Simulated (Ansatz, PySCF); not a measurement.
Species: GeBr3, charge 0, multiplicity 2. It need not be the lowest isomer of its formula. SMILES: [Br][Ge]([Br])[Br]
Coordinates optimised at B3LYP-D3(BJ)/def2-TZVP (Ansatz, an electronic-structure program):
```
Ge
Br 1 2.3430
Br 1 2.3430 2 109.21
Br 1 2.3430 2 109.21 3 -119.37
```
Charge 0, spin multiplicity 2.

Property: atomisation energy (electronic, to ground-state atoms), in kJ/mol. Valence correlation only, unless marked. Open shells are spin-unrestricted. No spin-orbit coupling. The frozen core is the preceding noble-gas configuration, with the filled d and f shells of earlier blocks. No relativistic terms. The coupled-cluster limit lacks core correlation, which all-electron functionals hold. Basis-set limits of correlation are two-point, X^-3; Hartree-Fock from the larger set.

```
level                                program  atomisation energy (kJ/mol)
----------------------------  --------------  ---------------------------
SVWN5/def2-TZVPD                      Ansatz                          ___
B97M-V/def2-TZVPD                     Ansatz                          ___
B3LYP/def2-TZVPD                      Ansatz                          ___
PBE0/6-31G*                           Ansatz                        868.9
TPSSh/def2-TZVPD                       PySCF                        894.5
r2SCANh/def2-TZVPD                    Ansatz                        909.3
CAM-B3LYP-D3(BJ)/def2-TZVPD   Ansatz + dftd3                        853.3
B2GP-PLYP-D4/def2-TZVPD       Ansatz + dftd4                          ___
B2PLYP/def2-TZVPD                     Ansatz                        853.1
RPA@PBE/cc-pVQZ                       Ansatz                        740.5
SCS-MP2/aug-cc-pVDZ                   Ansatz                        786.3
CCSD(T)/CBS(cc-pVTZ,cc-pVQZ)          Ansatz                        884.2
```

Question: Some entries are withheld; supply them.

Answer: 
- SVWN5/def2-TZVPD, atomisation energy (kJ/mol): 1083.2
- B97M-V/def2-TZVPD, atomisation energy (kJ/mol): 898.4
- B3LYP/def2-TZVPD, atomisation energy (kJ/mol): 841.8
- B2GP-PLYP-D4/def2-TZVPD, atomisation energy (kJ/mol): 862.9
